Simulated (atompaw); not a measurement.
**u(r) = r·R(r): atom against pseudo-atom (rhodium (Rh))**

Columns: radius, all-electron u(r) and pseudo u(r) of the 4d shell (level -5.94 eV) of rhodium in the configuration [Kr] 4d8 5s1 5p0; PBE, scalar-relativistic, PAW (atompaw) scheme, atompaw 4.2.0.5.

| r (bohr) | all-electron | pseudo |
| --- | --- | --- |
| 0.115 | -0.2218 | 0.0004 |
| 0.231 | -0.4105 | 0.0031 |
| 0.346 | -0.2837 | 0.0100 |
| 0.462 | -0.0059 | 0.0231 |
| 0.577 | 0.2784 | 0.0432 |
| 0.692 | 0.5105 | 0.0708 |
| 0.808 | 0.6762 | 0.1059 |
| 0.923 | 0.7771 | 0.1469 |
| 1.038 | 0.8271 | 0.1926 |
| 1.154 | 0.8401 | 0.2413 |
| 1.269 | 0.8277 | 0.2898 |
| 1.385 | 0.7988 | 0.3365 |
| 1.500 | 0.7607 | 0.3781 |
| 1.615 | 0.7175 | 0.4131 |
| 1.731 | 0.6719 | 0.4400 |
| 1.846 | 0.6266 | 0.4573 |
| 1.962 | 0.5820 | 0.4652 |
| 2.077 | 0.5397 | 0.4637 |
| 2.192 | 0.4997 | 0.4538 |
| 2.308 | 0.4617 | 0.4368 |
| 2.423 | 0.4266 | 0.4147 |
| 2.538 | 0.3940 | 0.3893 |
| 2.654 | 0.3634 | 0.3621 |
| 2.769 | 0.3354 | 0.3352 |
| 2.885 | 0.3093 | 0.3093 |
| 3.000 | 0.2853 | 0.2853 |

Q: How many radial nodes do the two functions have?

A: The all-electron 4d function has n − l − 1 = 1; the pseudo-wave has 0, since the states of the same l below it are removed with the core.

Q: Is the pseudo-wave norm-conserving?

A: No, it belongs to a PAW set: the norm inside the radius is not constrained, and the difference is carried by the augmentation charge.
